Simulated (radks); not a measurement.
The numbers below are computed, except where a source is named.
Q: Species: P V. Configuration: [Ne] 3s1 (the NIST ground configuration). Level of theory: scalar-relativistic Kohn-Sham, PBE, spin-unpolarised, spherical densities, point nucleus (a radial shooting solver on a logarithmic mesh with Libxc functionals). Some entries of the table are withheld. Estimate them.

orbital  occ.  eigenvalue (eV)  <r> (bohr)
1s          2        -2142.742         (1)
2s          2              (2)         (3)
2p          6        -180.8041      0.4811
3s          1              (4)       1.598
3p          0         -47.6346       1.728
3d          0              (5)       1.946
4s          0         -25.4634         (6)

A: 
(1) 1s <r> (bohr): 0.1036
(2) 2s eigenvalue (eV): -230.1087
(3) 2s <r> (bohr): 0.5171
(4) 3s eigenvalue (eV): -58.4644
(5) 3d eigenvalue (eV): -33.2476
(6) 4s <r> (bohr): 3.347
